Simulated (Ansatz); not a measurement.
`C#C[SiH](F)Cl` + `N=C=O` → `O=C=N[SiH](F)Cl` + `C#C` at 298.15 K and 1 bar (ligand exchange at the Si–C bond).

Computed with Ansatz on PBE0-D4/def2-TZVP structures; ΔE is electronic, products minus reactants. CCSD(T)/CBS is the MP2 limit (def2-TZVPP, def2-QZVPP) plus CCSD(T) − MP2 in def2-TZVPP, frozen cores. This one scheme is used for every species. Each species was taken in one conformer, which may not be the lowest.

```tsv
species	CCSD(T)/CBS energy (Eh)	H − E (kJ/mol)	S (J/(mol·K))
`C#C[SiH](F)Cl`	-926.02177	105.0	330.6
`N=C=O`	-168.51995	67.5	238.3
`O=C=N[SiH](F)Cl`	-1017.33874	93.7	363.2
`C#C`	-77.22717	80.8	200.2
```

H − E and S are ideal-gas, rigid-rotor, harmonic terms from PBE0-D4/def2-TZVP, for one conformer and one mirror image of each species. 1 Eh = 2625.50 kJ/mol, R = 8.31446 J/(mol·K).

Q: By hand: ΔE, ΔH, ΔS and ΔG.

A: ΔE = (-1017.33874) + (-77.22717) − (-926.02177) − (-168.51995) = -0.02419 Eh = -63.5 kJ/mol. Δ(H − E) = 93.7 + 80.8 − 105.0 − 67.5 = 2.0, so ΔH = -61.5 kJ/mol. ΔS = 363.2 + 200.2 − 330.6 − 238.3 = -5.5 J/(mol·K). ΔG = -61.5 − 298.15 × (-5.5)/1000 = -59.9 kJ/mol.

Q: By hand: the equilibrium constant, and the temperature at which ΔG would vanish if ΔH and ΔS stayed fixed.

A: log₁₀ K = −ΔG/(RT ln 10) = 10.5. ΔG = 0 at ΔH/ΔS = 11182 K, far beyond where these terms or the molecules hold.

The number of gas molecules stays the same, so ΔS is small and ΔH decides. A doubt of 5 kJ/mol in ΔE shifts log₁₀ K by 0.9 here. Other conformers and mirror images would add mixing entropy, several J/(mol·K) or more a flexible species. Modes under 60 cm⁻¹, often nearly free rotors, make the harmonic entropy too high. These are equilibria of isolated gas molecules and say nothing of rates. Largest T1 diagnostic: 0.018 (customary marks: 0.02 for closed shells, 0.045 for open ones).
